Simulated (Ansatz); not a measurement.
Start from `N[SiH](O)C=S` and change one atom or group to get `C[SiH](N)O`.

Ansatz, PBE0-D4/def2-TZVP geometries, multiplicity 1. Each molecule was computed in one conformer, which needn't be the lowest.

| property | `N[SiH](O)C=S` |
| --- | --- |
| HOMO–LUMO gap (B3LYP/def2-TZVPP) / eV | 3.26 |
| HOMO–LUMO gap (ωB97M-V/def2-TZVPP) / eV | 8.04 |
| HOMO–LUMO gap (PBE/def2-TZVPP) / eV | 1.52 |
| size of the dipole moment (B3LYP/def2-TZVPP) / D | 2.11 |
| size of the dipole moment (ωB97M-V/def2-TZVPP) / D | 2.10 |
| HOMO–LUMO gap (PBE0/def2-TZVPP) / eV | 3.66 |

Task: What does the change do to each property? (An estimate is asked.)

Result: Computed: 
| property | `C[SiH](N)O` | shift |
| --- | --- | --- |
| HOMO–LUMO gap (B3LYP/def2-TZVPP) / eV | 7.72 | 4.46 |
| HOMO–LUMO gap (ωB97M-V/def2-TZVPP) / eV | 12.09 | 4.05 |
| HOMO–LUMO gap (PBE/def2-TZVPP) / eV | 6.05 | 4.53 |
| size of the dipole moment (B3LYP/def2-TZVPP) / D | 2.14 | 0.03 |
| size of the dipole moment (ωB97M-V/def2-TZVPP) / D | 2.15 | 0.05 |
| HOMO–LUMO gap (PBE0/def2-TZVPP) / eV | 8.32 | 4.66 |

With PBE0 the HOMO falls by 1.14 eV and the LUMO rises by 3.51 eV, so the gap widens by about 4.65 eV. PBE moves the HOMO by -0.92 eV and ωB97M-V by -1.34 eV. Dipoles are sizes alone; their direction can turn.

B3LYP here is the variant with VWN-RPA as its local correlation; programs differ in this.
